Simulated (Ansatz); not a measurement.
Basis-set extrapolation for C₂H₄BNO (`NB1CC1=O`) (PBE0-D4/def2-TZVP geometry, frozen core, Ansatz). Multiplicity 1, RHF reference.

|  | def2-TZVPP | def2-QZVPP |
| --- | --- | --- |
| HF | -232.117474 | -232.127835 |
| MP2 correlation | -0.847931 | -0.907749 |
| CCSD(T) correlation | -0.909725 | not run |

Energies in hartree. Use E(X) = E(∞) + A·exp(−7.88·√X) for Hartree–Fock and E(X) = E(∞) + B·X^(−2.97) for correlation, with X = 3 and 4, and add CCSD(T) minus MP2 of the smaller set to the MP2 limit.

Q: What is the CCSD(T) energy at the basis-set limit?

A: HF limit: -232.127835 + (-0.010361) × 0.13774 = -232.12926. MP2 limit: -0.907749 + (-0.059818) × 0.74074 = -0.95206. Higher-order term: -0.909725 − (-0.847931) = -0.06179. Total: -233.14311 hartree, 72.7 kcal/mol below CCSD(T)/def2-TZVPP.
